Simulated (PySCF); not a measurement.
A structure optimised at PBE-D3(BJ)/def2-SVP, used in a PySCF frequency run:

```xyz
7

Re     0.0000     0.0000     0.0000
F      0.0000     1.8210     0.0000
F      0.0000    -1.8210     0.0000
F      0.0000     0.0000    -1.8210
F      1.8210     0.0000     0.0000
F     -1.8210     0.0000     0.0000
F      0.0000     0.0000     1.8210
```
Charge +1, spin multiplicity 1.

**Question.** Write its SMILES, formula and point group.

**Answer.** [F][Re+]([F])([F])([F])([F])[F], F6Re, Oh

**Question.** What are its rotational constants (standard atomic weights)?

**Answer.** 2.0055, 2.0055, 2.0055 GHz
